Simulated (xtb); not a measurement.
CH₂NO, doublet, geometry from GFN2-xTB; GFN1-xTB with GBSA(thf) (xtb).

Input for xtb:
```
$ xtb mol.xyz --gfn 1 --uhf 1 --gbsa thf --json

# file mol.xyz
5

O     -0.26239492     1.20792016    -0.01400583
C     -0.41467571     0.01679901     0.00061495
N      0.43485650    -0.99377497     0.01109142
H      0.09501155    -1.93993374     0.02313653
H      1.44820656    -0.86779678     0.00758046
```

It wrote (shortened):

```
   ID    Z sym.   atoms
    1    8 O      1
    2    6 C      2
    3    7 N      3
    4    1 H      4, 5

           -------------------------------------------------
          |                Calculation Setup                |
           -------------------------------------------------

           -------------------------------------------------
          |                 G F N 1 - x T B                 |
           -------------------------------------------------

      * Solvation model:               GBSA
        Solvent                        thf
        Parameter file                 internal GFN1-xTB/GBSA
        Dielectric constant                1.0000E+01
        Reference state                gsolv [1 M gas/solution]
        Free energy shift                  2.8487E-03 Eh       1.7876E+00 kcal/mol
        Temperature                        2.9815E+02 K
        Density                            8.8300E-01 kg/L
        Solvent mass                       7.2106E+01 g/mol
        Interaction kernel             Still
        Born radius scaling (c1)           1.6158E+00
        Born radii integrator          GBOBC
        Born offset                        0.0000E+00 a0       0.0000E+00 AA
        H-bond correction              true
        Ion screening                  false
        Surface tension                    1.0000E-05 Eh       1.5569E+01 dyn/cm
        Grid points                               230 per atom

          ...................................................
          :                      SETUP                      :
          :.................................................:
          :  # basis functions                  16          :
          :  # atomic orbitals                  16          :
          :  # shells                           10          :
          :  # electrons                        17          :
          :  # halogen bonds                     0          :
          :  max. iterations                   250          :
          :  Hamiltonian                  GFN1-xTB          :
          :  restarted?                      false          :
          :  GBSA solvation                   true          :
          :  PC potential                    false          :
          :  electronic temp.          300.0000000     K    :
          :  accuracy                    1.0000000          :
          :  -> integral cutoff          0.2500000E+02      :
[...]
         :: total energy             -11.030607452817 Eh    ::
[...]
         7        2.0000           -0.5379644             -14.6388
         8        2.0000           -0.4680854             -12.7373
         9        1.0000           -0.3360774              -9.1451 (HOMO)
        10                         -0.2324460              -6.3252 (LUMO)
        11                         -0.1290657              -3.5121
        12                         -0.0752269              -2.0470
        13                          0.2572158               6.9992
        14                          0.3281492               8.9294
        15                          0.4399612              11.9720
        16                          0.7783293              21.1794
      -------------------------------------------------------------
                  HL-Gap            0.1036314 Eh            2.8200 eV
             Fermi-level           -0.3431715 Eh           -9.3382 eV

  Mulliken/CM5 charges         n(s)   n(p)   n(d)
     1O    -0.50465 -0.54181   1.744  4.761  0.000
     2C     0.38501  0.49186   1.068  2.547  0.000
     3N    -0.40669 -0.85270   1.424  3.982  0.000
     4H     0.25375  0.44487   0.746  0.000  0.000
     5H     0.27259  0.45778   0.727  0.000  0.000

Wiberg/Mayer (AO) data.
largest (>0.10) Wiberg bond orders for each atom

 ---------------------------------------------------------------------------
     #   Z sym  total        # sym  WBO       # sym  WBO       # sym  WBO
 ---------------------------------------------------------------------------
     1   8 O    2.051 --     2 C    1.869     3 N    0.154
     2   6 C    3.297 --     1 O    1.869     3 N    1.366
     3   7 N    3.296 --     2 C    1.366     4 H    0.902     5 H    0.873
                             1 O    0.154
     4   1 H    0.956 --     3 N    0.902
     5   1 H    0.928 --     3 N    0.873
 ---------------------------------------------------------------------------

Topologies differ in total number of bonds
Writing topology from bond orders to xtbtopo.mol

 dipole moment from electron density (au)
     X       Y       Z
   0.6854  -2.0155   0.0229  total (Debye):    5.411

           -------------------------------------------------
          | TOTAL ENERGY              -11.030607452817 Eh   |
          | GRADIENT NORM               0.029772530209 Eh/α |
          | HOMO-LUMO GAP               2.819954298921 eV   |
           -------------------------------------------------

normal termination of xtb
```
